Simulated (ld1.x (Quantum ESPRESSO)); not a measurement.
u(r) = r·R(r): atom against pseudo-atom (Cd (Z = 48))

Columns: radius, all-electron u(r) and pseudo u(r) of the 4d shell (level -11.90 eV) of cadmium in the configuration [Ar] 3d10 4s2 4p6 4d10 5s2 5p0; LDA (PZ), scalar-relativistic, TM scheme, ld1.x (Quantum ESPRESSO) 7.5.

```
r (bohr)  all-electron   pseudo
   0.093        0.2156  -0.0040
   0.185        0.4686  -0.0300
   0.278        0.4121  -0.0948
   0.370        0.1542  -0.2025
   0.463       -0.1617  -0.3483
   0.555       -0.4435  -0.5117
   0.648       -0.6629  -0.6733
   0.740       -0.8101  -0.8083
   0.833       -0.8971  -0.9049
   0.925       -0.9352  -0.9561
   1.018       -0.9386  -0.9667
   1.110       -0.9180  -0.9456
   1.203       -0.8816  -0.9033
   1.295       -0.8364  -0.8504
   1.388       -0.7857  -0.7930
   1.480       -0.7337  -0.7366
   1.573       -0.6811  -0.6819
   1.665       -0.6305  -0.6306
   1.758       -0.5814  -0.5814
   1.850       -0.5356  -0.5356
   1.943       -0.4921  -0.4921
   2.035       -0.4520  -0.4520
   2.128       -0.4144  -0.4144
   2.220       -0.3801  -0.3801
   2.313       -0.3480  -0.3480
   2.405       -0.3189  -0.3189
```

Task: How many radial nodes do the two functions have?

Result: The all-electron 4d function has n − l − 1 = 1; the pseudo-wave has 0, since the states of the same l below it are removed with the core.

Task: At about which radius was the pseudo-wave matched?

Result: 1.85 bohr. The columns agree to 0.0005 from 1.67 bohr on; several derivatives are matched, so the curves merge somewhat inside the radius.

Task: Is the pseudo-wave norm-conserving?

Result: Yes: the TM scheme keeps the norm inside the radius equal to the all-electron one, which fixes the energy derivative of the logarithmic derivative at the level.
